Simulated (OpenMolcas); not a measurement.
A run on Ru5+ among 3 point charges of -1.5 e arranged as a planar triangle (D3h), 2.36 Å from the ion.
```
   2.3600    0.0000    0.0000  -1.50
  -1.1800    2.0438    0.0000  -1.50
  -1.1800   -2.0438    0.0000  -1.50
```

- Program: OpenMolcas
- Method: CASSCF
- Basis: ANO-RCC-VTZP [7s6p4d2f1g]
- Scalar Hamiltonian: DKH2, point nucleus
- Active space: 3 electrons in 5 orbitals (4d)
- State averaging: 2S+1 = 4 even, 10 roots; 2S+1 = 2 even, 40 roots
- Spin-orbit coupling: state interaction with AMFI integrals over the reference wave functions

68 basis functions. Blocks (2S+1, parity, CSFs, roots kept): 4, even, 10, 10; 2, even, 40, 40.

How long do the RASSCF and RASSI steps take on 1 thread of AMD EPYC 9R45 96-Core Processor (Zen 5), on a shared host?

About 8.4 s of wall time, without the integral step.
